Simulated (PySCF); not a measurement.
# Stretching LiSb⁺

Set-up: basis Li aug-cc-pVDZ, Sb aug-cc-pVDZ-PP with ECP28; scalar-relativistic core potentials; PySCF 2.14. Energies in eV from Li⁺ + Sb in their ground configurations at the same level. State: ⁴Σ⁻ (quartet), unpaired electrons σ ↑, π ↑↑.

All columns are B2PLYP. A positive dipole points towards Sb; it is taken about the centre of mass and depends on that origin.

```
R (Å)  E (eV)   μ (D)  Mulliken charge on Li (basis-dependent)  HOMO (eV)  LUMO (eV)  Mayer bond order  ⟨S²⟩
2.546  -0.364   -8.08                                     0.34     -12.55      -7.62              0.90  3.75
2.664  -0.452   -8.62                                     0.43     -12.40      -7.53              0.81  3.75
2.782  -0.499   -9.17                                     0.52     -12.26      -7.43              0.71  3.75
2.871  -0.515   -9.59                                     0.58     -12.15      -7.35              0.65  3.75
2.960  -0.519  -10.02                                     0.63     -12.05      -7.27              0.58  3.75
3.049  -0.514  -10.45                                     0.68     -11.95      -7.19              0.52  3.75
3.167  -0.498  -11.04                                     0.73     -11.83      -7.07              0.45  3.75
3.315  -0.466  -11.79                                     0.78     -11.67      -6.94              0.37  3.75
3.493  -0.420  -12.72                                     0.83     -11.50      -6.78              0.30  3.75
3.730  -0.355  -13.98                                     0.87     -11.27      -6.59              0.23  3.75
```

A fit through these points gives, at Re = 2.953 Å, μ = -9.98 D and dμ/dR = -4.84 D/Å; the reduced mass is 6.631 u.

Task: How strong is the fundamental in the double-harmonic approximation, I = 42.26·(dμ/dR)²/μred km/mol?

Result: I = 42.26·(-4.84)²/6.631 = 149 km/mol at B2PLYP.

Correlated steps freeze 4 core orbitals. These are scalar-relativistic numbers at best; spin–orbit coupling would shift them, the dissociation energy most. For an ion De counts to the pair picked by the measured ionisation energies or electron affinities, which need not be the lowest pair at this level. B2PLYP dipoles, levels and charges come from its SCF part alone. The state is the lowest determinant that a PBE0 search found; another state may lie lower at other levels.
